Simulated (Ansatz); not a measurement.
Reaction (cleavage of the In–Zn bond): `[OH][InH][ZnH]` + H–F → `[OH][InH][F]` + `[ZnH2]`

Program: Ansatz. Geometries: PBE0-D4/def2-TZVP. ΔE: electronic, gas phase. CBS: MP2 limit from def2 TZ/QZ plus the TZ coupled-cluster correction, frozen cores. This one scheme is used for every species. DFT in def2-TZVPP. B3LYP here is the variant with VWN-RPA as its local correlation; programs differ in this. Elements past krypton have def2 core potentials. For In, Zn outer-core shells are correlated without core-valence functions, which leaves a few kJ/mol of doubt a bond. Scalar relativity is left out up to krypton. One conformer a species, not always the lowest.

```csv
level,ΔE (kJ/mol)
r2SCAN-D4,1.3
PBE0,17.0
B3LYP,7.7
MP2/def2-TZVPP,14.0
```

Task: What does CCSD(T)/CBS give? (An estimate is asked.)

Result: The calculation gave: +15.1 kJ/mol. The listed levels differ from it by -13.8, 1.9, -7.4, -1.1 kJ/mol.

Largest T1 diagnostic among the species: 0.017.

In def2-TZVPP, CCSD(T) changes the Hartree–Fock value by +5.9 kJ/mol (the triples alone add −1.3 kJ/mol) and MP2 by +8.6 kJ/mol. From PBE to PBE0 (25 % exact exchange), in def2-TZVPP and without D4, ΔE moves by +5.6 kJ/mol.
